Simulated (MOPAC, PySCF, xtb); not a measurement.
Constitutional and geometric isomers with formula C2H6Si2. All species are isolated molecules in the gas phase. One relaxed conformer stands for each flexible species; it need not be the lowest. Strings in code marks are SMILES.

Quantity: electronic energy of isomers of C2H6Si2 relative to `C1=C[SiH2][SiH2]1`, in kcal/mol. Semi-empirical values (MOPAC) are differences of heats of formation.

Level 1: PBE/6-31G* // B3LYP-D3(BJ)/def2-TZVP (PySCF)
Level 2: HF/3-21G // B3LYP-D3(BJ)/def2-TZVP (PySCF)
Level 3: GFN2-xTB (xtb)
Level 4: PM3 // B3LYP-D3(BJ)/def2-TZVP (MOPAC)

| species | level 1 | level 2 | level 3 | level 4 |
|---|---|---|---|---|
| `C=[SiH]C=[SiH2]` (C–Si–C–Si torsion 180°) | 32.5 | ___ | 26.1 | 32.0 |
| `[SiH2]=C1C[SiH2]1` | 34.7 | 41.9 | ___ | 32.3 |
| `[SiH2]=CC=[SiH2]` (Si–C–C–Si torsion 180°) | 36.5 | 41.3 | 17.6 | ___ |

Q: Complete the blanks.

A: 
- `C=[SiH]C=[SiH2]` (C–Si–C–Si torsion 180°), level 2: 30.4
- `[SiH2]=C1C[SiH2]1`, level 3: 21.5
- `[SiH2]=CC=[SiH2]` (Si–C–C–Si torsion 180°), level 4: 38.7
